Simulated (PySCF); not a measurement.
C2H8O2Si, SMILES [Si@H](O)(C)CO. Geometry optimised at B3LYP-D3(BJ)/def2-SVP. The structure was generated by enumeration; whether it is a known compound was not checked. The values are those of a single conformer.

Level of theory: B3LYP-D3(BJ)/def2-SVP (PySCF).

Harmonic wavenumbers (cm⁻¹): 98, 140, 150, 206, 224, 277, 357, 474, 620, 662, 686, 741, 776, 828, 846, 902, 943, 1067, 1174, 1273, 1284, 1399, 1430, 1434, 1457, 2197, 2946, 3025, 3064, 3112, 3121, 3768, 3887. Rotational constants (GHz): 6.075, 2.668, 2.063; symmetry number 1.

### Question
Work out the zero-point energy and the ideal-gas rigid-rotor harmonic-oscillator thermochemistry at 298.15 K and 1 atm.

### Answer
ZPE = ½ Σ hcν = ½ × 44567 cm⁻¹ = 266.57 kJ/mol. H − E(el) = 289.82 kJ/mol. Entropy in J/(mol K): translation 165.16, rotation 111.57, vibration 78.74, total 355.47. G − E(el) = 183.84 kJ/mol. Cp = 123.40 J/(mol K). Modes under 150 cm⁻¹ make the vibrational entropy uncertain.
